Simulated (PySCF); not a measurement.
Si(OH)(NH2)3 (H7N3OSi), SMILES N[Si](O)(N)N.

The structure is a stationary point at B3LYP-D3(BJ)/def2-SVP. The values are those of a single conformer.

Method: B3LYP-D3(BJ)/def2-SVP run with PySCF.

Frequencies are harmonic and unscaled.

Give all harmonic wavenumbers and intensities. (Estimate from the structure and the level; the computed values follow.)


```
mode  ν (cm⁻¹)  IR (km/mol)  Raman (Å⁴/amu)  depolarisation  moving atoms (share of kinetic energy)
----  --------  -----------  --------------  --------------  --------------------------------------
1          103         35.4             0.8            0.62                   H 78 %, O 13 %, N 9 %
2          125         33.2             0.6            0.54                  H 59 %, N 30 %, O 11 %
3          188         39.4             3.1            0.75                  H 65 %, N 24 %, O 10 %
4          209          7.4             2.1            0.74                          H 69 %, N 27 %
5          254        136.9             0.5            0.64                                  H 87 %
6          304          4.8             1.5            0.74         H 41 %, N 32 %, Si 17 %, O 10 %
7          326         38.4             2.2            0.72                 H 52 %, N 28 %, Si 13 %
8          331         27.5             2.2            0.72         N 37 %, H 33 %, Si 20 %, O 11 %
9          354         53.7             0.9            0.75                  H 49 %, O 27 %, N 17 %
10         401         62.5             2.6            0.75                          H 80 %, N 15 %
11         431        160.3             1.7            0.49                          H 69 %, N 30 %
12         477        176.9             1.2            0.43                          H 63 %, N 33 %
13         731          1.3            12.8            0.01                  N 67 %, O 20 %, H 13 %
14         766          4.6             1.4            0.70                  H 67 %, N 21 %, O 11 %
15         783          3.7             2.3            0.71                          H 70 %, N 26 %
16         814         95.2             1.4            0.74                          H 76 %, N 16 %
17         829         56.6             2.4            0.74                  H 51 %, N 32 %, O 10 %
18         904        271.2             0.5            0.71         Si 43 %, H 20 %, N 19 %, O 18 %
19         930        213.7             1.4            0.72                 Si 45 %, N 29 %, H 25 %
20         960        198.0             1.6            0.61          Si 44 %, H 31 %, N 17 %, O 8 %
21        1527         73.8             4.3            0.74                          H 88 %, N 12 %
22        1541         42.1             3.8            0.60                          H 89 %, N 10 %
23        1544         53.0             6.9            0.75                          H 89 %, N 11 %
24        3557         13.5            97.7            0.20                                  H 96 %
25        3559          8.4           181.8            0.09                                  H 96 %
26        3597         22.0           124.6            0.12                                  H 96 %
27        3649         13.4            84.4            0.75                           H 91 %, N 9 %
28        3651         13.6            90.3            0.75                           H 91 %, N 9 %
29        3697         24.4            74.8            0.75                           H 91 %, N 9 %
30        3868         50.5           109.8            0.27                                  H 94 %
```
